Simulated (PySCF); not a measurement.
**Property card for `C#C[SiH2][Si@H](C)[SiH2][SiH3]`**

Compound: C₃H₁₂Si₄.
SMILES with atom numbers: `[CH:1]#[C:2][SiH2:3][Si@H:4]([CH3:5])[SiH2:6][SiH3:7]` (hydrogens: H8 on C1; H9, H10 on Si3; H11 on Si4; H12, H13, H14 on C5; H15, H16 on Si6; H17, H18, H19 on Si7)

Structural features include: alkyne, Si–H bond and C–Si bond.

**GFN2-xTB geometry**

| Quantity | Value |
| --- | --- |
| Point group of the GFN2-xTB geometry | C1 |
| Rotational constants A, B, C of the GFN2-xTB geometry | 1.256, 0.711, 0.572 GHz |

**PBE0/pcSseg-1 ground state and GIAO shieldings, non-relativistic (PySCF)**

| Property | Result |
| --- | --- |
| Dipole moment | 0.99 D |
| HOMO energy | -7.80 eV |
| LUMO energy | -0.58 eV |
| HOMO–LUMO gap | 7.22 eV |
| Lowest Hirshfeld atomic charge | -0.21 e on C5 |
| Highest Hirshfeld atomic charge | +0.26 e on Si3 |
| 13C chemical shifts (computed TMS as zero) by class | 106.4 (C1), 84.1 (C2), -6.8 (C5) ppm |
| 1H chemical shifts (computed TMS as zero) by class | 4.41 (H9), 4.35 (H10), 4.00 (H11), 3.54 (H15), 3.51 (H16), 3.50 (H17/H18/H19), 1.94 (H8), 0.44 (H12/H13/H14) ppm |
| Isotropic shieldings of nuclei other than C and H, by class | 430 (Si4), 446 (Si3), 467 (Si7), 473 (Si6) ppm |
| Mayer bond orders between heavy atoms | C1–C2 2.56, C2–Si3 0.90, Si3–Si4 0.88, Si4–C5 0.95, Si4–Si6 0.89, Si6–Si7 0.91 |

Monoisotopic mass (most abundant isotopes): 160.0016 u.

A dipole of 0.99 D is allowed in C1, and pure rotational transitions are dipole-allowed. The rotational constants make it an asymmetric top with κ = (2B − A − C)/(A − C) = -0.59, nearer the prolate limit (−1). In atomic units the dipole is 0.39 e·bohr (1 au = 2.5417 D). With B = h/(8π²I), that is 505.379 GHz u Å² over I, the principal moments of inertia are 402.3, 710.9 and 884.0 u Å² (most abundant isotopes).

The structure is a single GFN2-xTB conformer in the gas phase; no vibrational or solvent corrections.

For the NMR shielding job (PBE0/pcSseg-1), time: 49 s; peak memory 1.0 GiB. Hardware: one thread, Arm Neoverse V1 (aarch64), no GPU (shared host).

The values belong to the conformer `[CH:1]#[C:2][SiH2:3][Si@H:4]([CH3:5])[SiH2:6][SiH3:7]`: C2–Si3–Si4–C5 69°, Si3–Si4–Si6–Si7 -54°.
